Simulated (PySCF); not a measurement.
TDDFT excited states: Al3H3O3

Species: (HAlO)3 ring, Al3H3O3.
Structure used (PBE0-D3(BJ)/def2-SVP), in Å, numbered top down from 1:
```xyz
9
Al3H3O3 angstrom
Al    -0.8549    0.3145    1.4998
H     -1.6335    0.5991    2.8333
O     -0.1421   -1.2031    1.1381
Al     0.7257   -1.5981   -0.2875
H      1.3750   -3.0064   -0.5325
O      0.8265   -0.3134   -1.4196
Al     0.1731    1.2599   -1.2213
H      0.3046    2.3870   -2.3064
O     -0.6416    1.4911    0.2704
```

The calculation used TDDFT CAM-B3LYP/def2-SVPD, vertical, gas phase, core orbitals frozen in the response in PySCF 2.14.0, density-fitted response routines.

| state | E (eV) | λ (nm) | ν̃ (cm⁻¹) | f | \|μ\| (D) | symmetry | main configurations (H = HOMO, L = LUMO) |
| --- | --- | --- | --- | --- | --- | --- | --- |
| S1 | 6.91 | 179.5 | 55720 | 0.084 | 1.79 | E′ | H-1/H→L (≥77%), H-4→L (13%) |
| S2 | 6.91 | 179.4 | 55750 | 0.084 | 1.79 | E′ | H-1/H→L (≥77%), H-5→L (13%) |
| S3 | 7.20 | 172.2 | 58070 | 0.0000 | 0.02 | – | H-3/H-2→L (≥86%) |
| S4 | 7.20 | 172.2 | 58080 | 0.0000 | 0.03 | – | H-3/H-2→L (≥86%) |
| S5 | 7.29 | 170.0 | 58810 | 0.0000 | 0.00 | – | H-1/H→L+1/L+2 (≥76%), H-4→L+1/L+2 (≥11%) |
| S6 | 7.32 | 169.3 | 59080 | 0.0000 | 0.02 | – | H-1/H→L+1/L+2 (≥34%), H-1/H→L+3 (≥17%) |
| S7 | 7.33 | 169.3 | 59080 | 0.0000 | 0.01 | – | H-1/H→L+1/L+2 (≥34%), H-1/H→L+3 (≥16%) |
| S8 | 7.41 | 167.3 | 59790 | 0.097 | 1.86 | A2″ | H-1/H→L+1/L+2 (≥76%) |
| S9 | 7.62 | 162.6 | 61490 | 0.0000 | 0.03 | – | H-1/H→L+3 (≥51%) |
| S10 | 7.63 | 162.6 | 61500 | 0.0000 | 0.02 | – | H-1/H→L+3 (≥51%) |
| S11 | 7.67 | 161.6 | 61890 | 0.0000 | 0.01 | – | H-3/H-2→L+1/L+2 (≥94%) |
| S12 | 7.89 | 157.2 | 63630 | 0.120 | 2.00 | E′ | H-4→L (70%), H-1/H→L (≥15%) |
| S13 | 7.89 | 157.1 | 63640 | 0.119 | 2.00 | E′ | H-5→L (70%), H-1/H→L (≥15%) |
| S14 | 8.05 | 154.1 | 64890 | 0.013 | 0.65 | A2″ | H-4→L+1/L+2 (≥32%), H-5→L+1/L+2 (≥32%) |

Triplets, Tamm–Dancoff:

```tsv
state	E (eV)	λ (nm)	main configurations (H = HOMO, L = LUMO)
T1	6.54	189.4	H-1/H→L (≥84%)
T2	6.55	189.3	H-1/H→L (≥84%)
T3	6.73	184.3	H-1/H→L+1/L+2 (≥52%), H-4→L+1/L+2 (≥16%)
```

The lowest singlet level (S1/S2) lies at 6.91 eV (179 nm, vacuum ultraviolet) and is strong. The strongest level in the table is S12/S13 at 7.89 eV (157 nm, f = 0.239 summed). S1/S2, S3/S4, S6/S7, S9/S10 and S12/S13 lie within about 0.01 eV of each other in each set; the point group D3h has degenerate representations, and within a degenerate level the listed configurations can mix freely. Löwdin shares by element: HOMO (one of a set within 0.03 eV) oxygen 55% or more, hydrogen 10% or more, aluminium 9% or more (atoms not listed hold the other 26%); LUMO aluminium 76%, oxygen 5% or more (atoms not listed hold the other 19%). The listed states span 1.14 eV, and the widest gap between neighbours is 0.29 eV (S2 to S3). Of the 14 states listed, 6 reach f = 0.01 and 8 stay under 0.0005. The oscillator strengths of these states sum to 0.518; summed over the whole spectrum of an exact calculation they would give the number of electrons, 66 (Thomas–Reiche–Kuhn). Symmetry labels in D3h follow from the direction of the transition dipole and are given only for states with f of 0.002 or more. Orbitals of the list HOMO-3 to LUMO+2 that lie within 0.01 eV of each other are written together with a slash and their weights summed (≥ marks a lower bound); for degenerate orbitals outside that list single weights are arbitrary. Singlets were solved by full linear response, triplets in the Tamm–Dancoff approximation. The highest level found (8.11 eV, f 0.195 so far) is left out, since the window may have cut off a degenerate partner.

One conformer stands for the species.
